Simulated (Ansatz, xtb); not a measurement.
## Isomers of C3H3F3Se in order of energy

4 gas-phase structures of C3H3F3Se, from a drawn sample of its isomers (lower ones may exist). Each was relaxed with GFN2-xTB; where two conformers were screened, the lower at r2SCAN-D4/def2-SVP is listed:

A. `FC1[C@@H](F)[Se][C@@H]1F`, a singlet
B. `FC(F)=C(F)C[SeH]`, a singlet
C. `F[C@@H]1CC(F)(F)[Se]1`, a singlet
D. `FCC(=[Se])C(F)F`, a singlet

**Question.** Make a reasoned guess at their ranking by r2SCAN-D4/def2-SVP single-point energy.

**Answer.** Calculated order at r2SCAN-D4/def2-SVP: C (0.0), A (10.7), D (10.7), B (15.4) kcal/mol. Less than 1 kcal/mol parts A and D, so the order within that pair means little.

Energies above the lowest of each column, in kcal/mol; the last columns are at PBE-D3(BJ)/def2-SVP geometries (a dash: not run or not comparable):

| structure | GFN2-xTB | HF/STO-3G | r2SCAN-D4/def2-SVP | PBE-D3(BJ)/def2-SVP | CCSD(T)/def2-SVP + ΔMP2/def2-TZVPP |
| --- | --- | --- | --- | --- | --- |
| C | 0.0 | 0.0 | 0.0 | 0.0 | 0.0 |
| A | 8.0 | 12.5 | 10.7 | 9.9 | 7.5 |
| D | 10.2 | 39.6 | 10.7 | 11.5 | 9.2 |
| B | 18.8 | 33.2 | 15.4 | 12.8 | – |

Every level run on C puts it lowest or level with the lowest. Flexible structures stand in one conformer each, not always the lowest. Frequencies (GFN2-xTB) were run for A, C, D alone. The ΔMP2 step shifts differences by up to 7.5 kcal/mol, which makes them less sure. ΔMP2 is the change of the MP2 energy from the smaller to the larger basis.

Over these structures GFN2-xTB departs from r2SCAN-D4/def2-SVP by 1.6 kcal/mol on average once a common shift is removed. A GFN2-xTB relaxation took about 0.13 s and the r2SCAN-D4/def2-SVP energy about 1.8 s on a shared host (Ansatz 0.2.0, xtb 6.7.1).
